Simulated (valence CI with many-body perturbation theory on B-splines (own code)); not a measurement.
**Ta⁶⁸⁺: calculated level list**

Level of theory: valence CI with perturbative core correlation (CI+MBPT): three valence electrons over a frozen Dirac-Fock core [He], radial functions for each j: 11 s, 11 p, 9 d, 7 f, 5 g, 2 h, 1 i, with the one-electron correlation potential Σ1, the two-electron term Σ2, the three-electron term Σ3, Breit, model QED; selected CI, second order for the rest (own B-spline code, finite nucleus).

No measured spectrum was set against this ion. As an estimate, large intervals hold to a few tenths of a per cent, small ones and those within an open d or f shell to about a per cent.

Levels 91 to 103 of 103, with energies above the lowest level, (2s^2 2p1/2) J=1/2. "Leading %" is the weight of the configuration and term that name the level; weights of strongly mixed levels are sums over their largest components and can fall short. In the jj column 3d3/2^4 stands for four electrons in 3d with j = 3/2. Lifetimes count E1, E2, E3, M1 and M2 decay at the calculated energies, and are blank where another channel may lead or the interval is too uncertain; long ones can be off by a factor of two.

```tsv
No.	Configuration	Term	J	E (eV)	Leading %	Leading jj	Lifetime
91	2p2 3p	2P°	1/2	12679	87	2p1/2 2p3/2 3p3/2 (99 %)	2.35 fs
92	2p2 3d	2G	7/2	12685	55	2p1/2 2p3/2 3d3/2 (99 %)	21.0 fs
93	2p2 3d	2D	5/2	12702	37	2p1/2 2p3/2 3d3/2 (98 %)	534 as
94	2p2 3d	2D	3/2	12707	47	2p1/2 2p3/2 3d3/2 (99 %)	517 as
95	2p2 3d	2P	1/2	12718	38	2p1/2 2p3/2 3d3/2 (100 %)	483 as
96	2p2 3d	4D	7/2	12773	46	2p1/2 2p3/2 3d5/2 (100 %)	17.4 fs
97	2p2 3d	2G	9/2	12791	65	2p1/2 2p3/2 3d5/2 (100 %)	62.9 fs
98	2p2 3d	2P	3/2	12792	40	2p1/2 2p3/2 3d5/2 (99 %)	855 as
99	2p2 3d	2F	5/2	12794	44	2p1/2 2p3/2 3d5/2 (99 %)	693 as
100	2p2 3d	2D	5/2	12812	58	2p1/2 2p3/2 3d5/2 (99 %)	458 as
101	2p2 3d	2F	7/2	12818	70	2p1/2 2p3/2 3d5/2 (99 %)	422 as
102	2p2 3d	2D	3/2	12826	57	2p1/2 2p3/2 3d5/2 (100 %)	626 as
103	2p2 3d	2P	1/2	12832	57	2p1/2 2p3/2 3d5/2 (100 %)	593 as
```
